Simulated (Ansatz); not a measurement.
`C[N](C)[InH][F]` + `[Li][SH]` → `C[N](C)[InH][SH]` + `[Li][F]`  (redistribution)

Calculated with Ansatz (gas phase, PBE0-D4/def2-TZVP geometries, no zero-point term in ΔE). CBS: MP2 limit from def2 TZ/QZ plus the TZ coupled-cluster correction, frozen cores. DFT in def2-TZVPP. B3LYP here is the variant with VWN-RPA as its local correlation; programs differ in this. Elements past krypton have def2 core potentials. For In, Li outer-core shells are correlated without core-valence functions, which leaves a few kJ/mol of doubt a bond. One conformer a species, not always the lowest.

`C[N](C)[InH][F]`:

Cartesian coordinates in Å:
```
C -1.284 0.039 0.499
N 0.062 0.045 -0.015
C 0.676 1.346 0.000
In 0.938 -1.618 -0.670
F -0.400 -3.034 -0.432
H -1.940 0.702 -0.085
H -1.317 0.387 1.542
H -1.705 -0.968 0.466
H 0.110 2.069 -0.606
H 1.694 1.312 -0.396
H 0.732 1.756 1.020
H 2.435 -2.035 -1.324
```

`[Li][SH]`:

```xyz
3

Li   -0.621   -1.396   -0.175
S    -0.245    0.613    0.456
H     0.866    0.783   -0.281
```

`C[N](C)[InH][SH]`:

Cartesian coordinates in Å:
```
C 0.949 0.089 -0.958
N 0.149 -0.158 0.209
C 0.852 -0.912 1.213
In -1.747 0.459 0.465
S -2.696 1.691 -1.343
H 0.396 0.662 -1.706
H 1.860 0.658 -0.716
H 1.273 -0.849 -1.437
H 1.759 -0.389 1.556
H 0.223 -1.086 2.090
H 1.173 -1.895 0.835
H -2.598 0.106 1.898
H -1.593 1.625 -2.106
```

`[Li][F]`:

```xyz
2

Li    0.700    0.048   -0.340
F    -0.700   -0.048    0.340
```

| level | ΔE (kJ/mol) | difference from CCSD(T)/CBS |
| --- | --- | --- |
| PBE-D4 | -72.9 | -4.9 |
| r2SCAN-D4 | -63.6 | 4.4 |
| PBE0-D4 | -71.8 | -3.8 |
| B3LYP-D4 | -73.1 | -5.1 |
| ωB97X-V | -65.0 | 3.0 |
| ωB97M-V | -67.5 | 0.5 |
| B2PLYP | -68.9 | -0.9 |
| PBE | -68.8 | -0.8 |
| r2SCAN | -62.4 | 5.6 |
| PBE0 | -68.1 | -0.1 |
| B3LYP | -66.7 | 1.3 |
| HF/def2-TZVPP | -51.3 | 16.7 |
| MP2/def2-TZVPP | -76.5 | -8.5 |
| SCS-MP2/def2-TZVPP | -70.8 | -2.8 |
| CCSD/def2-TZVPP | -67.8 | 0.2 |
| CCSD(T)/def2-TZVPP | -69.5 | -1.5 |
| HF/def2-QZVPP | -49.5 | 18.5 |
| MP2/def2-QZVPP | -75.0 | -7.0 |
| SCS-MP2/def2-QZVPP | -69.0 | -1.0 |
| HF/CBS(def2) | -49.3 | 18.7 |
| MP2/CBS(def2) | -75.0 | -7.0 |
| CCSD/CBS(def2) | -66.2 | 1.8 |
| CCSD(T)/CBS | -68.0 | 0 |

Largest T1 diagnostic among the species: 0.016.

In def2-TZVPP, CCSD(T) changes the Hartree–Fock value by −18.2 kJ/mol (the triples alone add −1.7 kJ/mol) and MP2 by −25.2 kJ/mol. The D4 term adds −6.4 kJ/mol with B3LYP and −3.8 kJ/mol with PBE0; it sums over pairs of atoms, weighted by their polarisabilities, and B3LYP, whose exchange is more repulsive, gets the larger term.

CCSD(T)/CBS has its own doubt, a few kJ/mol and more with outer-core shells, so smaller differences from it don't rank the levels.
